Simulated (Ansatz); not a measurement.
Ansatz (a quantum-chemistry and plane-wave program) input (RI-MP2/cc-pV(Q+d)Z):
A basis named .json is the Basis Set Exchange file of that set.

Ansatz 0.2 input:
```yaml
crystal:
  periodic: [false, false, false]
  atoms:
    - {symbol: C, position_ang: [-2.43277278, 0.10579874, -0.05190472]}
    - {symbol: C, position_ang: [-0.99922782, 0.58830399, -0.06370154]}
    - {symbol: C, position_ang: [-0.11162489, -0.35959088, 0.02596769]}
    - {symbol: Cl, position_ang: [1.76201171, -0.03261829, 0.03417021]}
    - {symbol: H, position_ang: [-2.95616935, 0.42684390, -0.96185182]}
    - {symbol: H, position_ang: [-2.98740826, 0.56219915, 0.77821323]}
    - {symbol: H, position_ang: [-2.57697373, -0.99583124, 0.03119948]}
    - {symbol: H, position_ang: [-0.17189485, -1.44577189, 0.10937695]}
basis:
  gaussian:
    orbitals: cc-pV_Q+d_Z.json
    fitting: {mean_field: def2-universal-jkfit, correlation: cc-pVQZ-RIFIT.json}
total_charge: -1
magnetization: {spin_polarized: false}
correlation: {method: mp2, electrons: outside_noble_gas}
```

Output:

```
Functional definition: HF
integrals: 0.43 GiB planned
425 factors; integrals over basis functions are off by at most 4.2e0 eV
mean field: 1.04 GiB planned
mean field evaluation 1: about -15655.4667 eV, gradient 2.7e1 eV
mean field evaluation 2: about -15657.2036 eV, gradient 1.5e1 eV
mean field evaluation 4: about -15657.8425 eV, gradient 1.1e0 eV
mean field evaluation 8: about -15657.8506 eV, gradient 2.2e-6 eV
mean field -15657.85056015 eV, -575.4153948131 hartree, gradient 2.2e-6 eV, S^2 0.000000; 0 other end points of the search recorded, 0 dependent functions left out
8 core orbitals not correlated
774 factors; their error is unknown
reference -15657.85056015 eV, -575.4153948131 hartree; 12, 12 occupied and 329, 329 virtual orbitals, 774 factors
second order -20.41112179 eV of doubles, -0.00000000 eV of singles
Total energy: -15678.26168194 eV, -576.1654897037 hartree
```

It need not be the lowest isomer of its formula. Whether it binds its extra electron was not tested at this geometry.
